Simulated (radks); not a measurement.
The gallium anion Ga-, configuration [Ar] 3d10 4s2 4p2. Calculated with a radial shooting solver on a logarithmic mesh with Libxc functionals: scalar-relativistic Kohn-Sham, PBE, spin-polarised, spherical densities, point nucleus; open shells are filled with parallel spins first; hard spherical wall at 1.5 bohr.

Radial electron density D(r) = 4 pi r^2 rho(r):

r (bohr)  D(r) (e/bohr)    spin D(r)
0.002246          1.321   -0.0000214
0.002788          1.946   -0.0000256
0.00346           2.842   -0.0000240
0.004294          4.110  -0.00000426
0.005329          5.871    0.0000627
0.006614          8.258     0.000243
0.008209          11.39     0.000685
0.01019           15.35      0.00170
0.01275           20.28      0.00407
0.01582           25.57      0.00900
0.01963           30.84       0.0191
0.02437           35.25       0.0392
0.03024           37.86       0.0770
0.03753           37.93        0.144
0.04658           35.63        0.256
0.05781           32.42        0.421
0.07175           30.82        0.632
0.08977           33.19        0.845
0.1114            38.98        0.936
0.1383            44.22        0.792
0.1716            43.76        0.400
0.213             36.13       0.0216
0.2643            26.56        0.153
0.3281            22.88         1.05
0.4072            26.73         2.09
0.5053            30.93         1.98
0.6322            28.46        0.485
0.7846            22.53        0.104
0.9738            18.79         2.53
1.209             10.59         3.01

D(r) has 3 maxima, at r = 0.0338, 0.152, 0.526 bohr, and minima at 0.0712, 0.323 bohr, inside which lie 2.07, 10.72 electrons.
